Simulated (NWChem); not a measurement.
Molecule: iminoborane (BNH2); SMILES N=B

```xyz
4

B      0.0000     0.0000     0.6915
N      0.0000     0.0000    -0.5411
H      0.0000     0.0000     1.8631
H      0.0000     0.0000    -1.5327
```
Atoms are numbered in this order, from 1.

Results from NWChem. Geometry: optimised at PBE0-D3(BJ)/def2-TZVP. Total energies compare along this basis series because the functional is fixed.

```json
[
 {"level": "Hartree-Fock/pcseg-1", "basis functions": "38", "energy (Ha)": "-80.2784", "highest occupied level (eV)": "-11.65", "orbital gap (eV)": "16.05", "dipole (D)": "0.34"},
 {"level": "Hartree-Fock/aug-pcseg-1", "basis functions": "64", "energy (Ha)": "-80.2812", "highest occupied level (eV)": "-11.70", "orbital gap (eV)": "12.68", "dipole (D)": "0.45"},
 {"level": "Hartree-Fock/pcseg-2", "basis functions": "88", "energy (Ha)": "-80.3256", "highest occupied level (eV)": "-11.68", "orbital gap (eV)": "?", "dipole (D)": "0.43"},
 {"level": "Hartree-Fock/STO-3G", "basis functions": "12", "energy (Ha)": "-79.2543", "highest occupied level (eV)": "-9.67", "orbital gap (eV)": "20.46", "dipole (D)": "0.32"},
 {"level": "Hartree-Fock/def2-SVP", "basis functions": "38", "energy (Ha)": "-80.2362", "highest occupied level (eV)": "-11.61", "orbital gap (eV)": "16.42", "dipole (D)": "0.10"}
]
```

### Question
What belongs in the gaps?

### Answer

- Hartree-Fock/pcseg-2, orbital gap (eV): 14.83
